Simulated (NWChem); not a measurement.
Species: CAlF2NO; SMILES O=C=[N][Al]([F])[F]

Results from NWChem. The geometry was optimised at PBE0/def2-SVP. One conformer.

Diagonal of the polarisability tensor at PBE/def2-SVPD, static: 34.13, 64.29, 31.34 bohr³.

Q: Find the mean polarisability volume, the molar refraction, and the refractive index that an ideal gas of it would have at 273.15 K and 1 atm.

A: 
1. Mean: one third of the trace = 43.25 bohr³ × 0.14818 Å³/bohr³ = 6.41 Å³.
2. Molar refraction (Lorentz-Lorenz): (4π/3) N_A α = 16.2 cm³/mol.
3. Number density p/kT = 2.687 × 10⁻⁵ Å⁻³; n − 1 = 2π N α = 10.82 × 10⁻⁴.
4. These hold the electronic response alone: vibrational and orientational terms add to the static dielectric constant.
